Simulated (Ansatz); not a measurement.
C2H8BNSi can be A, `CN1B[SiH]1C`, or B, `CN1CB[SiH2]1`.

Computed with Ansatz on PBE0-D4/def2-TZVP structures; ΔE is electronic, products minus reactants. CBS: MP2 limit from def2 TZ/QZ plus the TZ coupled-cluster correction, frozen cores. Functionals use def2-TZVPP. B3LYP here is the variant with VWN-RPA as its local correlation; programs differ in this.

(1) Which is lower in electronic energy at CCSD(T)/CBS, and by how much? (An estimate is asked.)

(2) Give E(B) − E(A) in kJ/mol with PBE0-D4, PBE-D4, B3LYP-D4, B2PLYP, CCSD(T)/def2-TZVPP, r2SCAN-D4, ωB97M-V. (Estimate.)

Largest T1 diagnostic: 0.013.

Results:

(1) Computed: A, by 155.7 kJ/mol.

(2) Computed: PBE0-D4 153.2, PBE-D4 159.0, B3LYP-D4 154.9, B2PLYP 159.4, CCSD(T)/def2-TZVPP 155.5, r2SCAN-D4 163.1, ωB97M-V 155.6. None reverses the order clearly.

The D4 term adds −3.5 kJ/mol with B3LYP and −1.6 kJ/mol with PBE0; it sums over pairs of atoms, weighted by their polarisabilities, and B3LYP, whose exchange is more repulsive, gets the larger term. From PBE to PBE0 (25 % exact exchange), in def2-TZVPP and without D4, E(B) − E(A) moves by −6.3 kJ/mol.
